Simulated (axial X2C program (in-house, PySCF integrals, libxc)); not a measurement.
## AlRu: bond constants with and without spin–orbit coupling

All values were computed with an in-house relativistic program for diatomic molecules. Spin-free means the one-electron spin-free X2C Hamiltonian; two-component (2c) means X2C with spin–orbit coupling and atomic mean-field two-electron Coulomb and Gaunt terms, so the difference of the two also holds small scalar two-electron terms. Basis: Ru dyall-cv3z [12s12p8d5f3g], Al dyall-v3z [8s8p2d1f] (cores contracted in-house); Gaussian nuclei, density fitting, unrestricted open shells. Masses: Ru 101.904 u, Al 26.982 u.

State, spin-free: M_S = 3/2, Λ = 0 (beyond evenly filled blocks: σα, δ+α, δ-α); electrons by block: σα: 14, σβ: 13, π+α: 6, π+β: 6, π-α: 6, π-β: 6, δ+α: 2, δ+β: 1, δ-α: 2, δ-β: 1. Fragments: Ru + Al.

State, 2c: Ω = 3/2 (⟨Sz⟩ = 1.49, ⟨Lz⟩ = 0.01 at PBE); electrons by block: 1/2: 20, -1/2: 19, 3/2: 7, -3/2: 8, 5/2: 2, -5/2: 1. Fragments: Ru + Al.

```csv
Hamiltonian,level,Re (Å),ωe (cm⁻¹),ωexe (cm⁻¹),De (eV),μ (D)
spin-free,HF,2.632,209.7,1.73,0.556,0.29
spin-free,PBE,2.286,352.3,1.95,3.06,-0.69
2c,PBE,2.287,351.6,1.95,n/a,-0.69
```

Dipoles are positive if Al is the positive end.

The state is a single determinant with fixed occupations, the lowest that a limited PBE0 search found. Dissociation energies refer to the lowest single-determinant-based atoms at the same level and basis. De is not given where an atomic determinant may have missed its ground term or J level, or where the truncated virtual space spoils (T). Density functionals use the spin component along the axis (collinear). Other states lie close and PBE0, whose exact exchange favours high spin, may order them wrongly; the determinant shown need not be the ground state. The nearest other spin-free determinant of the search, M_S = 3/2, Λ = 2, lies 0.40 eV up at the distance of the search. Without a current term, density functionals place determinants with orbital angular momentum somewhat too high. With several unpaired electrons one determinant need not be a pure state. At some level and bond length an empty orbital lies below a filled one. Some points did not converge and are left out. This is the top spin component of a Σ state; components of lower Ω are not single determinants and can lie lower. The determinant is spin-polarised beyond a pure state at some levels (its spin-free form has ⟨S²⟩ too high), which makes Re and μ there less reliable.

No reliable constants came from CCSD (2c), CCSD (spin-free), CCSD(T) (2c), CCSD(T) (spin-free), HF (2c), MP2 (2c), MP2 (spin-free), PBE0 (2c), PBE0 (spin-free): no minimum in range, unconverged points, a curve that is not smooth, a change of character along it, or the two Hamiltonians disagreeing along it.

Rough cost a point (2c) on 1 thread(s) of a shared host, integrals apart: PBE 0.5 s.

The whole task took 6.5 min on 1 thread of Arm Neoverse V1 (shared host).
